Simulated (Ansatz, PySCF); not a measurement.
Gas-phase reaction (SMILES): Cl[SiH](Cl)C[Si](Cl)(Cl)Cl + C (CH4) + 5 [SiH4] (SiH4) -> 2 C[SiH3] [methylsilane] + 5 [SiH3]Cl; bond separation energy.

Structures are relaxed separately at B3LYP-D3(BJ)/def2-TZVP in Ansatz (an electronic-structure program), one conformer each, not searched for the lowest. Cores are frozen in the correlated levels unless marked. Spin-orbit coupling is left out. No relativistic terms. CBS(X,Y): correlation extrapolated as X^-3; Hartree-Fock from the larger set. The bracket is a focal-point correction in the basis named. Thermal terms are rigid-rotor harmonic-oscillator values from B3LYP-D3(BJ) frequencies (PySCF) at 298.15 K and 1 atm. 1 Eh = 627.5095 kcal/mol.

```csv
species,"E, RI-MP2/CBS(cc-pV(T+d)Z,cc-pV(Q+d)Z)+[CCSD(T)-MP2]/cc-pV(T+d)Z (Ansatz) (Eh)","E, PBE-D3(BJ)/def2-TZVPD (Ansatz + dftd3) (Eh)",H - E (Eh)
Cl[SiH](Cl)C[Si](Cl)(Cl)Cl,-2917.18487,-2919.02828,0.05823
C (CH4),-40.46125,-40.46420,0.04840
C[SiH3],-330.73641,-331.01138,0.06602
[SiH3]Cl,-750.69114,-751.21200,0.03058
[SiH4] (SiH4),-291.46100,-291.72290,0.03520
```

Task: Work out ΔE and ΔH at 298.15 K at the first level, then ΔH at the second.

Result: 
1. ΔE = [2×(-330.73641) + 5×(-750.69114)] - [(-2917.18487) + (-40.46125) + 5×(-291.46100)] = 0.02260 Eh = 14.2 kcal/mol at RI-MP2/CBS(cc-pV(T+d)Z,cc-pV(Q+d)Z)+[CCSD(T)-MP2]/cc-pV(T+d)Z.
2. The terms H - E add up to 0.00231 Eh, so ΔH = (0.02260 + (0.00231))×627.5095 = 15.6 kcal/mol.
3. At PBE-D3(BJ)/def2-TZVPD the same steps give ΔE = 15.2 and ΔH = 16.6 kcal/mol, a shift of +1.0 from the first level.
4. These values are not checked against measurement here, since the tables used lack a sound gas-phase enthalpy of formation for at least one species.
